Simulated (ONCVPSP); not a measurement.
# Logarithmic derivatives: Fe (Z = 26), ONCV

Fe, optimised norm-conserving Vanderbilt (ONCV), made with ONCVPSP 4.0.1 (PBEsol, scalar-relativistic). Core [Ne], reference 3s2 3p6 3d5 (charge +3). Waves: 3s: rc 1.25 bohr, ncon 4, nbas 8, qcut 10.6 1/bohr, 2 projectors, debl 2.4 Ha; 3p: rc 1.05 bohr, ncon 4, nbas 9, qcut 14.1 1/bohr, 1 projector; 3d: rc 1.80 bohr, ncon 4, nbas 9, qcut 8.7 1/bohr, 2 projectors, debl 2.7 Ha. Local part: polynomial inside 0.90 bohr (lpopt 5, dvloc0 0 Ha). Core correction: polynomial model core, fcfact 0.45.

In the s channel the program set the typed energies aside and used -4.809, 0.250 Ha.

The phase is arctan(r·R′/R) of the radial function R(r), unwrapped; energies in Ha, scanned from -6 to 5 Ha. A pole is an energy at which the radial function vanishes at the test radius. The pseudo phase is shifted by a multiple of π to meet the all-electron one at the reference energy, and phase errors are pseudo minus all-electron; the curves can meet again beyond the range given. Levels narrower than the energy grid can be missing from the lists of poles.

**Question.** For each channel, where are the poles, and over which energies does the pseudopotential scatter like the atom?

**Answer.**

| channel | radius (bohr) | reference energy (Ha) | poles, all-electron | poles, pseudo | unbroken range about the reference energy with phases within 0.05 rad | phase error 1 Ha above the reference energy (rad) |
| --- | --- | --- | --- | --- | --- | --- |
| s | 1.27 | -4.81 | -3.90 | -3.90 | the whole range | -0.000 |
| p | 1.07 | -3.56 | -1.08 | -1.11 | below 3.4 | -0.001 |
| d | 1.83 | -1.59 | -1.35, 3.54 | -1.35, 3.57 | the whole range | +0.000 |

Phases in the p channel:

| E (Ha) | all-electron | pseudo |
| --- | --- | --- |
| -5.96 | 0.441 | 0.436 |
| -5.40 | 0.026 | 0.020 |
| -4.84 | -0.476 | -0.479 |
| -4.28 | -0.876 | -0.877 |
| -3.72 | -1.130 | -1.130 |
| -3.16 | -1.289 | -1.289 |
| -2.60 | -1.396 | -1.397 |
| -2.04 | -1.474 | -1.475 |
| -1.48 | -1.534 | -1.536 |
| -0.92 | -1.584 | -1.587 |
| -0.36 | -1.628 | -1.632 |
| 0.20 | -1.669 | -1.675 |
| 0.76 | -1.708 | -1.717 |
| 1.32 | -1.749 | -1.761 |
| 1.88 | -1.793 | -1.810 |
| 2.44 | -1.842 | -1.867 |
| 3.00 | -1.901 | -1.939 |
| 3.56 | -1.975 | -2.033 |
| 4.12 | -2.072 | -2.168 |
| 4.68 | -2.208 | -2.371 |
